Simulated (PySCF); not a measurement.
**Correlation energy of Au⁶¹⁺ (gold, charge +61)**

Starting occupation: [Ar]. All numbers are calculated (PySCF 2.14, X2C-1e with screened-nucleus spin-orbit coupling, Gaussian nucleus, in an even-tempered Gaussian basis (17 s from 6.8 bohr⁻², ratio 2.6; 14 p from 8.8 bohr⁻², ratio 2.6; 5 d from 9 bohr⁻², ratio 2.8; 3 f from 140 bohr⁻², ratio 2.8)). Frozen: [Ne]; 8 electrons correlated; the 60 highest virtual spinors left out.

MP2 pair energies summed by pair of shells (mhartree):

| pair | energy | share (%) |
| --- | --- | --- |
| 3p3/2-3p3/2 | -203.02 | 44.0 |
| 3p1/2-3p3/2 | -163.81 | 35.5 |
| 3p1/2-3p1/2 | -40.81 | 8.8 |
| 3p3/2-3s1/2 | -24.85 | 5.4 |
| 3s1/2-3s1/2 | -15.16 | 3.3 |
| 3p1/2-3s1/2 | -14.08 | 3.0 |

Total MP2 correlation energy: -461.73 mhartree.

The virtual space was cut to 54 spinors, which keep -446.68 of the -461.73 mhartree of MP2 correlation.

```tsv
level	correlation energy (mhartree)
CCSD	-485.31
(T)	-1.36
CCSD(T)	-486.67
```

Diagnostics: T1 = 0.00014, largest double amplitude 0.032.

Question: Is a single reference adequate?

Answer: Yes: T1 lies below 0.03 and no double amplitude reaches 0.07.

The coupled-cluster values are those of the cut space; adding the MP2 remainder, -15.05 mhartree, estimates the full space.

At this charge the one-electron X2C treatment keeps the bare 1/r₁₂, with no two-electron picture change or Breit term. The effect here is smaller than on the frozen 1s shell.
